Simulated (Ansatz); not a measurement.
Complex (SMILES): F (HF) with Cl (HCl), atoms 1 to 2 the first; geometry from B3LYP-D3(BJ)/def2-TZVP, monomers rigid:
```xyz
4

F     -0.1993     0.2587    -0.2561
H     -0.6953    -0.4360     0.1164
Cl    -1.4096    -2.1732     1.4289
H     -0.3348    -2.0986     2.1286
```

Basis-set convergence of the counterpoise-corrected interaction energy at wB97M-V with Ansatz (a program for electronic structure). Cartesian d functions, on some or all atoms, in 6-311+G**; all else is spherical. The program fits the integrals of some runs and decomposes those of others, by size. The functional holds VV10 correlation; no added dispersion term, no relativity. Functions are those of the species that has most. Reference: the value in aug-cc-pV(5+d)Z, -3.09 kcal/mol. Deviations are taken from unrounded values.

```
basis              functions  counterpoise-corrected interaction energy (kcal/mol)  minus reference (kcal/mol)
-----------------  ---------  ----------------------------------------------------  --------------------------
3-21G                     26                                                 -1.44                        1.65
def2-SVP                  42                                                 -3.37                       -0.29
pcseg-1                   42                                                 -2.62                        0.47
cc-pV(D+d)Z               47                                                 -2.64                        0.44
6-311+G**                 65                                                 -2.76                        0.32
6-311++G(3df,3pd)        122                                                 -2.99                        0.10
def2-TZVPPD              125                                                 -3.09                        0.00
aug-pcseg-2              142                                                 -3.10                       -0.01
cc-pV(Q+d)Z              179                                                 -2.99                        0.10
def2-QZVPP               187                                                 -3.07                        0.02
aug-cc-pV(Q+d)Z          261                                                 -3.09                       -0.01
aug-pcseg-3              272                                                 -3.09                        0.00
cc-pV(5+d)Z              301                                                 -3.08                        0.01
```

The smallest set listed that lies within 0.05 kcal/mol of the reference with all its larger relatives (same family, alike in diffuse functions; a set with none counts only in the reference's own line) is def2-TZVPPD (125 functions, 0.00 kcal/mol off). Inside, with no larger relative to test it: def2-QZVPP, cc-pV(5+d)Z. (Relatives not listed, tested too: def2-QZVPPD 0.01, aug-cc-pV(5+d)Z 0.00 kcal/mol.)
